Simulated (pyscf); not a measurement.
cyclic C₃H₃O- (SMILES [O-]C1=CC1) → cyclic C₃H₃O- (SMILES [CH-]=C1CO1), a group migration (singlet surface; C–C broken, C–O formed). PySCF, gas phase, ωB97X-D3(BJ)/def2-SVPD geometries. MP2 and CC: frozen core, UHF for open shells. ΔMP2 is the change of the MP2 total energy from the triple- to the quadruple-zeta basis. Energies in kJ/mol from the reactant's lowest minimum found.

Small-basis levels: PySCF, no dispersion term, spherical d functions. 

Q: In single points B3LYP/6-31G* puts the saddle at 310.8 kJ/mol and the reaction energy at +181.4 kJ/mol. Should these be trusted to within a few kcal/mol? Compare with CCSD(T)/def2-TZVPPD + ΔMP2(QZVPPD).

A: CCSD(T)/def2-TZVPPD + ΔMP2(QZVPPD) gives ΔE‡ = 263.1 kJ/mol and ΔE = +153.1 kJ/mol. B3LYP/6-31G* lies 47.8 kJ/mol over it in the barrier and 28.3 kJ/mol over it in the reaction energy, so on this step it does not hold to within 12.6 kJ/mol. CCSD(T)/def2-TZVPPD + ΔMP2(QZVPPD) has limits of its own. cyclic C₃H₃O- (SMILES [CH-]=C1CO1) lies 168.0 kJ/mol over its isomer HC⁻=CH–CH=O (electronic energy, ωB97M-D3(BJ)). This is the saddle that the search found; another between the same sides may lie lower. A restricted solution here is unstable towards spin polarisation, so biradical character is likely and single-reference numbers are less safe. The CCSD(T) − MP2 part came from Ansatz, without density fitting, on the same reference. The largest closed-shell T1 diagnostic is 0.039, which may signal static correlation.
